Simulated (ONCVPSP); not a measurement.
Configuration tests for Sb (ONCV)

Sb, optimised norm-conserving Vanderbilt (ONCV), made with ONCVPSP 4.0.1 (LDA (Perdew-Wang 92), fully relativistic). Core [Ar] 3d10, reference 4s2 4p6 4d10 5s2 5p2.5 (charge +0.5). Waves: 4s+5s: rc 1.40 bohr, ncon 4, nbas 8, qcut 10.4 1/bohr, 2 projectors; 4p+5p: rc 1.35 bohr, ncon 3, nbas 6, qcut 8.6 1/bohr, 2 projectors; 4d: rc 1.55 bohr, ncon 3, nbas 7, qcut 12.2 1/bohr, 2 projectors, debl 1.9 Ha. Local part: polynomial inside 1.30 bohr (lpopt 1, dvloc0 2 Ha). Core correction: Teter function, fcfact 4.75, rcfact 1.6.

Open shells are filled in proportion to 2j + 1.

Energies are relative to the spin-unpolarised reference configuration 4s2 4p6 4d10 5s2 5p2.5; without spin polarisation the order of configurations can differ from experiment.

```json
{"valence configuration": "4s2 4p6 4d10 5s2 5p3", "charge": "0", "ΔE all-electron (eV)": "-3.360", "error AE − PS (meV)": "-0.2"}
{"valence configuration": "4s2 4p6 4d10 5s2 5p2", "charge": "+1", "ΔE all-electron (eV)": "5.172", "error AE − PS (meV)": "+0.2"}
```

Question: What are ΔE and the potential's error for 4s2 4p6 4d10 5s1 5p4?

Answer: ΔE = 4.824 eV all-electron; the error (AE − PS) is -0.9 meV.

Question: What are ΔE and the potential's error for 4s2 4p6 4d10 5s2 5p1?

Answer: ΔE = 21.441 eV all-electron; the error (AE − PS) is +0.7 meV.

Levels in the configuration 4s2 4p6 4d10 5s2 5p3:

```csv
level,all-electron (eV),pseudo (eV)
4s j=1/2,-148.368,-148.366
4p j=3/2,-98.863,-98.862
4p j=1/2,-107.539,-107.542
4d j=5/2,-33.025,-33.025
4d j=3/2,-34.277,-34.277
5s j=1/2,-13.073,-13.073
5p j=3/2,-4.797,-4.797
5p j=1/2,-5.429,-5.429
```
